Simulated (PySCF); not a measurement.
PySCF input for C5H3Br, SMILES BrC=C=CC#C, PBE/pcSseg-1. Geometry: TPSSh-D3(BJ)/def2-SVP. This is a generated structure with no PubChem entry under its InChIKey; it may be hypothetical.

```python
import numpy as np
from pyscf import gto, scf, dft
from pyscf.prop.nmr import rks as nmr

mol = gto.M(
    atom='''
    C     3.86265083   -0.86838731    0.99393902
    C     2.97736629   -0.07056017    0.74924321
    C     1.97049175    0.89116795    0.45051055
    C     0.67101267    0.68106958    0.59684356
    C    -0.61035633    0.48321023    0.72632077
    Br   -1.68542951   -0.21944296   -0.68649155
    H     4.63588932   -1.58048404    1.21176483
    H     2.30754856    1.86986121    0.07959145
    H    -1.18039639    0.69212460    1.63470502
    ''',
    basis='pcSseg-1',
    charge=0,
    spin=0,
    max_memory=1600,
    verbose=3,
)
mf = dft.RKS(mol, xc='pbe')
mf.grids.level = 3
mf.conv_tol = 1e-10
mf.max_cycle = 100
mf.kernel()
n = nmr.NMR(mf)
n.verbose = 2
n.max_cycle_cphf = 60
sigma = n.kernel()
print('atom   isotropic/ppm   span/ppm')
for i, s in enumerate(sigma):
    w = np.linalg.eigvalsh((s + s.T) / 2)
    print(f'{mol.atom_symbol(i):2s}{i + 1:3d} {w.mean():14.3f} {w[2] - w[0]:11.3f}')
```

Program output:

```
converged SCF energy = -2765.43747429405
atom   isotropic/ppm   span/ppm
C   1         85.129     155.550
C   2        100.593     280.564
C   3         91.206     132.447
C   4        -48.681      48.055
C   5         82.566     121.619
Br  6       1960.697    1172.138
H   7         27.854      10.006
H   8         25.226       6.049
H   9         24.848      11.247
```

The calculation finished and met its thresholds.
